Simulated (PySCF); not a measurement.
Compound: C2H11NOSi2.
Atom-mapped SMILES: `[CH3:1][O:2][C@H:3]([SiH3:4])[SiH2:5][NH2:6]` (hydrogens: H7, H8, H9 on C1; H10 on C3; H11, H12, H13 on Si4; H14, H15 on Si5; H16, H17 on N6)

Structure used (PBE0-D3(BJ)/def2-SVP), in Å, numbered top down from 1:
```xyz
17
C2H11NOSi2 angstrom
C     -1.978   -0.180    1.391
O     -0.810   -0.719    0.847
C     -0.482   -0.224   -0.449
Si    -1.367   -1.198   -1.824
Si     1.414   -0.293   -0.540
N      1.949    0.499    0.902
H     -1.894    0.916    1.534
H     -2.138   -0.651    2.372
H     -2.865   -0.376    0.759
H     -0.745    0.851   -0.536
H     -0.898   -2.616   -1.831
H     -1.059   -0.573   -3.148
H     -2.850   -1.195   -1.629
H      1.902    0.452   -1.741
H      1.831   -1.727   -0.705
H      2.940    0.620    1.083
H      1.463    0.205    1.745
```

Linear response at CAM-B3LYP/def2-SVPD (PySCF, frozen core in the response, non-relativistic).

Static isotropic polarisability: 92.90 au (13.77 Å³), principal values 80.1, 96.9, 101.7 au.

(1) What is the polarisability at 1064 nm and at the sodium D line?

(2) What is the isotropic C6 coefficient between two such molecules, C6 = (3/π)∫α(iω)² dω?

(3) Which effective excitation energy ω̄ makes London's formula C6 = (3/4)α²ω̄ exact here?

(4) What three-body coefficient follows from the one-pole estimate C9 = (3/4)·α·C6?

(5) How many electrons N does the Slater–Kirkwood formula C6 = (3/4)·√N·α^(3/2) need to give this C6?

(6) What n − 1 at the D line would an ideal gas of it have at 273.15 K and 1 atm (2.6868 × 10¹⁹ cm⁻³), by n − 1 = 2π·N·α′?

(7) How anisotropic is the static polarisability, by Δα² = ½[(α1 − α2)² + (α2 − α3)² + (α3 − α1)²]?

(8) What molar refraction at the D line follows from R = (4π/3)·N_A·α′, with α′ the polarisability volume?

(9) The lowest 10 singlets have (eV, f): 6.30, 0.007; 6.53, 0.022; 6.84, 0.016; 7.34, 0.016; 7.44, 0.001; 7.53, 0.035; 7.65, 0.106; 7.69, 0.029; 7.84, 0.002; 7.97, 0.018. What share of the static polarisability do they carry in the sum over states α = Σ f/ω²?

Results:

(1) 93.73 au at 1064 nm (+0.9 %), 95.68 au at 589.3 nm (+3.0 %). The rise at 589.3 nm is 3.35 times that at 1064 nm; a pure ω² law gives 3.26. The lowest singlet lies at 197 nm, shorter than both wavelengths.

(2) 3293 au (Eh·bohr⁶) by a ten-point quadrature over imaginary frequencies, which is 1970 eV·Å⁶ or 190 J·nm⁶/mol.

(3) ω̄ = 4·C6/(3α²) = 0.509 Eh = 13.8 eV. A one-pole form α(ω) = α/(1 − ω²/ω̄²) fitted to the 1064 nm value gives 12.4 eV. London's choice of the ionisation energy (9.07 eV, ΔSCF at the same level) gives C6 = 2160 au, 34 % too low.

(4) 229000 au. This is an estimate from the two numbers above, not a computed integral.

(5) N = (4·C6/3)²/α³ = 24.0; the species has 66 electrons in all.

(6) 23.94 × 10⁻⁴, a formal value whether or not that pressure can be reached.

(7) Δα = 19.6 au, or 0.21 of the isotropic value.

(8) α′ = 14.18 Å³ gives R = 35.77 cm³/mol, for isolated, non-vibrating species.

(9) 3.40 au, 3.7 % of α; the largest term, 1.34 au, is that of the state at 7.65 eV. Their oscillator strengths add up to 0.25. Higher states carry the rest.

One conformer stands for the species.
